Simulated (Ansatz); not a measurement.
Isolated molecules relaxed with PBE0-D4/def2-TZVP in Ansatz; ΔE leaves out vibrations. CCSD(T)/CBS adds triple-zeta CCSD(T) − MP2 to the extrapolated MP2 energy (def2 sets, frozen cores). This one scheme is used for every species. DFT in def2-TZVPP. One conformer a species, not always the lowest.

`CB(C)S` + `F[SiH3]` → `CB(C)[SiH2]F` + H₂S  (formal exchange of groups at a B–S bond)

CCSD(T)/CBS gives +1.19 eV.

**Question.** Another level gave +1.15 eV. Which?
A. PBE-QIDH/def2-TZVPP
B. SCS-MP2/def2-TZVPP
C. revPBE/def2-TZVPP
D. CAM-B3LYP-D4/def2-TZVPP

**Answer.** D. CAM-B3LYP-D4 1.15, SCS-MP2/def2-TZVPP 1.27, PBE-QIDH 1.22, revPBE 1.10 eV.

Largest T1 diagnostic among the species: 0.012.

Leaving LDA and LC-ωPBE aside and taking each functional with its dispersion term where it has one, the values, not all of them listed here, spread over 0.11 eV, from PBE-D4 to PBE-QIDH. At CCSD(T), def2-SVP lies +0.08 eV from the extrapolated value and def2-TZVPP +0.01 eV.
